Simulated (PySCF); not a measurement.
## Kr⁺: ionisation energy

Kr⁺ [Ar] 3d10 4s2 4p5 (2P) → Kr²⁺ [Ar] 3d10 4s2 4p4 (3P), as a difference of total energies. All numbers are calculated (PySCF 2.14, the spin-free X2C one-electron Hamiltonian (Gaussian nucleus), in ANO-RCC-VTZP (6s5p3d1f, 43 functions)). Correlated levels: valence: [Ar] 3d10 frozen; valence and next inner shell: [Ne] frozen. The calculations carry no spin-orbit coupling.

| method | ionisation energy (eV) | plus first-order spin-orbit estimate | error of that sum (eV) |
| --- | --- | --- | --- |
| UHF | 23.231 | 23.208 | -1.152 |
| LDA | 24.628 | 24.606 | +0.246 |
| PBE | 24.311 | 24.289 | -0.071 |
| PBE0 | 24.348 | 24.326 | -0.034 |
| r2SCAN | 24.427 | 24.404 | +0.044 |
| M06-L | 24.118 | 24.095 | -0.265 |
| LC-wPBE | 24.439 | 24.416 | +0.056 |
| B2PLYP | 24.272 | 24.249 | -0.111 |
| B3LYP | 24.465 | 24.443 | +0.083 |
| ROHF | 23.246 | 23.223 | -1.137 |
| MP2 (valence) | 24.059 | 24.036 | -0.324 |
| SCS-MP2 (valence) | 24.054 | 24.032 | -0.328 |
| MP2 (valence and next inner shell) | 24.132 | 24.109 | -0.251 |
| SCS-MP2 (valence and next inner shell) | 24.104 | 24.081 | -0.279 |

Reference: 24.360 eV (measured; NIST Atomic Spectra Database, ionization energies).

A first-order spin-orbit estimate (lowest level to lowest level, LS coupling) adds -0.023 eV.

Errors of the correlated levels include the incompleteness of this basis and the frozen core.
